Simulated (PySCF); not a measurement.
PySCF input (BP86/def2-TZVPD):

```python
from pyscf import gto, scf, dft

mol = gto.M(
    atom='''
    B    -0.14391952    0.24558541    0.99692213
    H    -1.16444010    0.80843845    1.34604754
    H     0.81272525    0.38970229    1.73463174
    C    -0.10267751   -0.68821178   -0.21917708
    C     0.26598418    0.35042240   -0.97574782
    H    -0.25342981   -1.70900012   -0.55212619
    H     0.34490222    1.30966859   -0.34361437
    ''',
    basis='def2-tzvpd',
    charge=-1,
    spin=0,
    verbose=4,
)

mf = dft.RKS(mol, xc='bp86').density_fit(auxbasis='def2-universal-jkfit')
mf.grids.level = 3
mf.conv_tol = 1e-9
mf.max_cycle = 100
mf.max_memory = 1500
mf.kernel()
if not mf.converged:
    mf = mf.newton()
    mf.kernel(mf.make_rdm1())
mf.analyze()
```

Output:

```
PySCF version 2.14.0

[INPUT] verbose = 4
[INPUT] num. atoms = 7
[INPUT] num. electrons = 22
[INPUT] charge = -1
[INPUT] spin (= nelec alpha-beta = 2S) = 0
[INPUT] symmetry False subgroup None
[INPUT] Mole.unit = angstrom
[INPUT] Symbol           X                Y                Z      unit          X                Y                Z       unit  Magmom
[INPUT]  1 B     -0.143919520000   0.245585410000   0.996922130000 AA   -0.271968476779   0.464089165089   1.883909793218 Bohr   0.0
[INPUT]  2 H     -1.164440100000   0.808438450000   1.346047540000 AA   -2.200472877461   1.527727259068   2.543661201245 Bohr   0.0
[INPUT]  3 H      0.812725250000   0.389702290000   1.734631740000 AA    1.535828137019   0.736430598216   3.277978915578 Bohr   0.0
[INPUT]  4 C     -0.102677510000  -0.688211780000  -0.219177080000 AA   -0.194032373052  -1.300531779899  -0.414184653982 Bohr   0.0
[INPUT]  5 C      0.265984180000   0.350422400000  -0.975747820000 AA    0.502637253667   0.662202363913  -1.843896146441 Bohr   0.0
[INPUT]  6 H     -0.253429810000  -1.709000120000  -0.552126190000 AA   -0.478912932701  -3.229542173649  -1.043367285300 Bohr   0.0
[INPUT]  7 H      0.344902220000   1.309668590000  -0.343614370000 AA    0.651770735554   2.474914949045  -0.649337051765 Bohr   0.0

nuclear repulsion = 54.2016048631995
number of shells = 59
number of NR pGTOs = 200
number of NR cGTOs = 147
basis = def2-tzvpd
ecp = {}

******** <class 'pyscf.df.df_jk.DFRKS'> ********
method = DFRKS
initial guess = minao
damping factor = 0
level_shift factor = 0
DIIS = <class 'pyscf.scf.diis.CDIIS'>
diis_start_cycle = 1
diis_space = 8
diis_damp = 0
SCF conv_tol = 1e-09
SCF conv_tol_grad = None
SCF max_cycles = 100
direct_scf = False
XC library pyscf.dft.libxc version 7.1.2
    S. Lehtola, C. Steigemann, M. J. T. Oliveira, and M. A. L. Marques,  SoftwareX 7, 1–5 (2018)
XC functionals = bp86
    A. D. Becke,  Phys. Rev. A 38, 3098 (1988)
    J. P. Perdew,  Phys. Rev. B 33, 8822 (1986)
    J. P. Perdew,  Phys. Rev. B 34, 7406–7406 (1986)
radial grids:
    Treutler-Ahlrichs [JCP 102, 346 (1995); DOI:10.1063/1.469408] (M4) radial grids

becke partition: Becke, JCP 88, 2547 (1988); DOI:10.1063/1.454033
pruning grids: <function nwchem_prune>
grids dens level: 3
symmetrized grids: False
atomic radii adjust function: <function treutler_atomic_radii_adjust>
small_rho_cutoff = 0
Set gradient conv threshold to 3.16228e-05
Initial guess from minao.
tot grids = 81520
init E= -103.429179492448
  HOMO = -0.258596774916452  LUMO = -0.0974919813914907  gap/eV = 4.38388
cycle= 1 E= -103.300374760023  delta_E= 0.129  |g|= 0.569  |ddm|= 2.13
  HOMO = 0.137062785052316  LUMO = 0.148872347575385  gap/eV = 0.32135
[...]
cycle= 10 E= -103.417739012124  delta_E= 9.06e-10  |g|= 1.56e-05  |ddm|= 0.000534
  HOMO = 0.0275943801153282  LUMO = 0.133500524903837  gap/eV = 2.88185
Extra cycle  E= -103.417739015246  delta_E= -3.12e-09  |g|= 1.57e-05  |ddm|= 0.000195
converged SCF energy = -103.417739015246
**** SCF Summaries ****
Total Energy =                        -103.417739015246369
Nuclear Repulsion Energy =              54.201604863199506
One-electron Energy =                 -249.388246026538923
Two-electron Energy =                   91.768902148093062
Two-electron Coulomb Energy =          108.283825235319867
DFT Exchange-Correlation Energy =      -16.514923087226805
HOMO-LUMO gap [eV] =                     2.881852987730136
**** MO energy ****
MO #1   energy= -9.68150173807026  occ= 2
MO #2   energy= -9.67493020872136  occ= 2
MO #3   energy= -6.28851754825463  occ= 2
MO #4   energy= -0.494391302140958 occ= 2
MO #5   energy= -0.286780289266314 occ= 2
MO #6   energy= -0.221144059890911 occ= 2
MO #7   energy= -0.147475775552383 occ= 2
MO #8   energy= -0.110807503692904 occ= 2
MO #9   energy= -0.105618615953225 occ= 2
MO #10  energy= -0.00772270182539003 occ= 2
MO #11  energy= 0.0275943801153282 occ= 2
MO #12  energy= 0.133500524903837  occ= 0
MO #13  energy= 0.158117825251499  occ= 0
MO #14  energy= 0.16671215799035   occ= 0
MO #15  energy= 0.169126373928604  occ= 0
MO #16  energy= 0.212433015198144  occ= 0
MO #17  energy= 0.217448705579613  occ= 0
MO #18  energy= 0.221687715003848  occ= 0
MO #19  energy= 0.235409238673601  occ= 0
MO #20  energy= 0.254225421248443  occ= 0
MO #21  energy= 0.258947914836732  occ= 0
MO #22  energy= 0.266425480794324  occ= 0
MO #23  energy= 0.278593924324939  occ= 0
MO #24  energy= 0.294667236159812  occ= 0
MO #25  energy= 0.302720475521896  occ= 0
MO #26  energy= 0.318025440366228  occ= 0
MO #27  energy= 0.332261990445743  occ= 0
MO #28  energy= 0.344960155416312  occ= 0
MO #29  energy= 0.362632092760266  occ= 0
MO #30  energy= 0.367741999722043  occ= 0
MO #31  energy= 0.377508056557035  occ= 0
MO #32  energy= 0.383758738876365  occ= 0
MO #33  energy= 0.399501599527342  occ= 0
MO #34  energy= 0.415966104053628  occ= 0
MO #35  energy= 0.427406169033138  occ= 0
MO #36  energy= 0.433320240629785  occ= 0
MO #37  energy= 0.455253260826123  occ= 0
MO #38  energy= 0.468777061359848  occ= 0
MO #39  energy= 0.471319653885901  occ= 0
MO #40  energy= 0.473832330180113  occ= 0
MO #41  energy= 0.488306353141307  occ= 0
MO #42  energy= 0.493530437930157  occ= 0
MO #43  energy= 0.498176737269268  occ= 0
MO #44  energy= 0.512152835867018  occ= 0
MO #45  energy= 0.532178697582744  occ= 0
MO #46  energy= 0.543135912423756  occ= 0
MO #47  energy= 0.565567867124801  occ= 0
MO #48  energy= 0.583974899183013  occ= 0
MO #49  energy= 0.584430007277601  occ= 0
MO #50  energy= 0.594795447288068  occ= 0
MO #51  energy= 0.606286481529184  occ= 0
MO #52  energy= 0.609471167871174  occ= 0
MO #53  energy= 0.620190930712181  occ= 0
MO #54  energy= 0.657415883720024  occ= 0
MO #55  energy= 0.689918959473193  occ= 0
MO #56  energy= 0.699575420430394  occ= 0
MO #57  energy= 0.70501149067139   occ= 0
MO #58  energy= 0.753710882029783  occ= 0
MO #59  energy= 0.769603935804749  occ= 0
MO #60  energy= 0.777503382308627  occ= 0
MO #61  energy= 0.782264346292067  occ= 0
MO #62  energy= 0.802607649061049  occ= 0
MO #63  energy= 0.824673066438683  occ= 0
MO #64  energy= 0.830172315761293  occ= 0
MO #65  energy= 0.844153619641769  occ= 0
MO #66  energy= 0.900742577190169  occ= 0
MO #67  energy= 0.906010649993331  occ= 0
MO #68  energy= 0.974994320918647  occ= 0
MO #69  energy= 1.0176802576049    occ= 0
MO #70  energy= 1.04729200706408   occ= 0
MO #71  energy= 1.10050399973569   occ= 0
MO #72  energy= 1.13903685845032   occ= 0
MO #73  energy= 1.20325118917462   occ= 0
MO #74  energy= 1.22300053622112   occ= 0
MO #75  energy= 1.25406509856758   occ= 0
MO #76  energy= 1.28124984462171   occ= 0
MO #77  energy= 1.30280530458624   occ= 0
MO #78  energy= 1.31498627881767   occ= 0
MO #79  energy= 1.36405711473948   occ= 0
MO #80  energy= 1.37463575589407   occ= 0
MO #81  energy= 1.39602805468492   occ= 0
MO #82  energy= 1.42605398562694   occ= 0
MO #83  energy= 1.54265979215221   occ= 0
MO #84  energy= 1.65926117551436   occ= 0
MO #85  energy= 1.69512525634731   occ= 0
MO #86  energy= 1.71172022997368   occ= 0
MO #87  energy= 1.82181388949846   occ= 0
MO #88  energy= 1.84321488407742   occ= 0
MO #89  energy= 1.86326500510368   occ= 0
MO #90  energy= 1.97090864752756   occ= 0
MO #91  energy= 1.97213861500175   occ= 0
MO #92  energy= 2.0149444959547    occ= 0
MO #93  energy= 2.02318087219393   occ= 0
MO #94  energy= 2.02595022600784   occ= 0
MO #95  energy= 2.03796133814047   occ= 0
MO #96  energy= 2.05984912691951   occ= 0
MO #97  energy= 2.07289511030751   occ= 0
MO #98  energy= 2.11258946123245   occ= 0
MO #99  energy= 2.13667657060262   occ= 0
MO #100 energy= 2.2461175739287    occ= 0
MO #101 energy= 2.24669954411117   occ= 0
MO #102 energy= 2.32399830123962   occ= 0
MO #103 energy= 2.35585435150078   occ= 0
MO #104 energy= 2.36442208142632   occ= 0
MO #105 energy= 2.36727997403696   occ= 0
MO #106 energy= 2.47033154306084   occ= 0
MO #107 energy= 2.5243601527465    occ= 0
[...]
```

It need not be the lowest isomer of its formula. Whether it binds its extra electron was not tested at this geometry.
